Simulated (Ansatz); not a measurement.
Ge₂H₄⁺. Charge 1, multiplicity 2. Geometry r2SCAN-D4/def2-TZVP, that of the neutral singlet; atoms count from 1.

```xyz
6

Ge    1.1348    0.1876   -1.3403
Ge    0.0690   -0.0551    0.7686
H    -0.3466   -0.7861   -0.7192
H    -1.2446    0.5983    1.2504
H     0.0926    1.3600   -1.6066
H     0.2948   -1.3047    1.6471
```

The structure comes from a short search, and lower isomers may exist.

**Question.** Estimate the Mulliken populations from the PBE0/def2-TZVP orbitals of Ansatz.

**Answer.** 
| atom | charge (e) | spin (α − β) |
| --- | --- | --- |
| Ge1 | 0.31 | 0.55 |
| Ge2 | 0.13 | 0.29 |
| H3 | 0.12 | 0.01 |
| H4 | 0.17 | 0.09 |
| H5 | 0.14 | 0.06 |
| H6 | 0.14 | 0.00 |
Mulliken values and Mayer orders depend strongly on the basis.

**Question.** Where does the spin sit?

**Answer.** Summed by element: Ge 0.84, H 0.16, of 1 unpaired in all. Largest on single atoms: Ge1 0.55, Ge2 0.29, H4 0.09.

**Question.** And the Mayer bond orders between bonded heavy atoms (over 0.3)?

**Answer.** Ge1–Ge2 1.04 (2.38 Å).
